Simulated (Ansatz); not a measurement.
Consider the formal exchange of groups at a Zr–C bond: `[CH3][Zr]([NH2])([OH])[OH]` + `N=C(N)F` → `[NH2][Zr]([NH2])([OH])[OH]` + `CC(=N)F`.

Gas-phase electronic energies from Ansatz, PBE0-D4/def2-TZVP geometries. CCSD(T)/CBS is the MP2 limit (def2-TZVPP, def2-QZVPP) plus CCSD(T) − MP2 in def2-TZVPP, frozen cores. DFT in def2-TZVPP. Elements past krypton have def2 core potentials. For Zr outer-core shells are correlated without core-valence functions, which leaves a few kJ/mol of doubt a bond. One conformer a species, not always the lowest.

| species | ωB97M-V energy (Eh) |
| --- | --- |
| `[CH3][Zr]([NH2])([OH])[OH]` | -294.68484 |
| `N=C(N)F` | -249.29209 |
| `[NH2][Zr]([NH2])([OH])[OH]` | -310.78216 |
| `CC(=N)F` | -233.22394 |

Work out ΔE.

ΔE = (-310.78216) + (-233.22394) − (-294.68484) − (-249.29209) = -0.02917 Eh = -76.6 kJ/mol. CCSD(T)/CBS gives -83.2 kJ/mol.

Largest T1 diagnostic among the species: 0.016.

At CCSD(T), def2-SVP lies +8.6 kJ/mol from the extrapolated value and def2-TZVPP +1.2 kJ/mol. Leaving LDA and LC-ωPBE aside and taking each functional with its dispersion term where it has one, the values, not all of them listed here, spread over 9.0 kJ/mol, from B2PLYP to PBE-D4. LDA lies +6.6 kJ/mol from PBE without D4.
